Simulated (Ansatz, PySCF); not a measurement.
Constitutional and geometric isomers with formula H5B2N. All species are isolated molecules in the gas phase. One relaxed conformer stands for each flexible species; it need not be the lowest. Strings in code marks are SMILES.

Quantity: electronic energy of isomers of H5B2N relative to `BNB`, in kJ/mol.

Level 1: frozen-core CCSD(T)/cc-pVTZ // PBE0-D3(BJ)/def2-TZVP (Ansatz, a first-principles code)
Level 2: LC-ωPBE/cc-pVTZ // PBE0-D3(BJ)/def2-TZVP (Ansatz)
Level 3: PBE-D3(BJ)/def2-TZVP // PBE0-D3(BJ)/def2-TZVP (PySCF)
Level 4: BP86/6-31G* // PBE0-D3(BJ)/def2-TZVP (PySCF)

| species | level 2 | level 3 | level 4 |
|---|---|---|---|
| `BBN` | 120.0 | 116.1 | 132.9 |

What does level 1 give for each?


- `BBN`: 130.0
